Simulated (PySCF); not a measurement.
Input of a run (PBE0-D3(BJ)/def2-SVP geometry optimisation, gas phase, def2 core potentials past Kr (PySCF 2.14.0)), started from GFN2-xTB:
```
{"job": {"xc": "PBE0", "basis": "def2-SVP", "d3": "d3bj", "grid": 1, "maxiter": 30, "shake": 0.03, "kind": "geom"}, "charge": 0, "multiplicity": 1}
Mo     0.516400     0.157600     0.327600
N      0.333250     0.917210     1.900310
H      0.386890     1.353680     2.792590
N      2.198720     0.318490    -0.264060
H      3.080940     0.412570    -0.459730
O     -0.617330     1.159160    -0.815780
C     -1.111410     2.146510    -1.592650
H     -0.361070     2.485720    -2.368410
H     -1.407390     3.036070    -0.907550
H     -2.055860     1.789740    -2.072810
O     -0.102310    -1.485990     0.403570
C     -0.154180    -2.816450     0.724440
H      0.650270    -3.323170     0.348300
H     -1.095670    -3.261110     0.232380
H     -0.294020    -2.966130     1.795810
```

Output (energies in Eh, forces in Eh/bohr):
```
step   0  E = -408.56277577  max force = 0.180391
step   1  E = -408.59751589  max force = 0.036310
step   2  E = -408.60082092  max force = 0.021117
step   3  E = -408.60299478  max force = 0.008506
step   4  E = -408.60447913  max force = 0.006279
step   5  E = -408.60523633  max force = 0.005137
step   6  E = -408.60569061  max force = 0.002159
step   7  E = -408.60587946  max force = 0.001468
step   8  E = -408.60594390  max force = 0.001008
step   9  E = -408.60595542  max force = 0.000284
optimisation converged
```

Question: Summarise the run.

Answer: The energy falls by 27.1 kcal/mol over 10 energy and gradient evaluations, the largest force component goes from 0.1804 to 2.8e-04 Eh/bohr, and the atoms move by 0.417 Å rms after alignment. The bond that changes most is Mo1–O11 (ends: molybdenum bonded to 2 N and 2 O; oxygen bonded to C and Mo), which lengthens by 0.112 Å. Bonds longer at the end by more than 0.005 Å: 7 of 14; shorter: 7. Among the angles that change most is Mo1–O6–C7, from 162.2° to 138.6°. The energy never rose by more than 1e-6 Eh on the way. The first step brought 80 % of the lowering.

Question: What are the final bond lengths?

Answer: Mo1–N2 1.725 Å, Mo1–N4 1.726 Å, Mo1–O6 1.871 Å, Mo1–O11 1.870 Å, N2–H3 1.016 Å, N4–H5 1.017 Å, O6–C7 1.390 Å, C7–H8 1.105 Å, C7–H9 1.105 Å, C7–H10 1.103 Å, O11–C12 1.391 Å, C12–H13 1.105 Å, C12–H14 1.103 Å, C12–H15 1.105 Å. Numbering counts from 1 in the input's order; the species is `C[O][Mo](=[NH])(=[NH])[O]C` (Mo(NH)2(OMe)2).

The run used 155 basis functions and 90 SCF cycles in all.

Whether it is a minimum is left open (no frequencies).
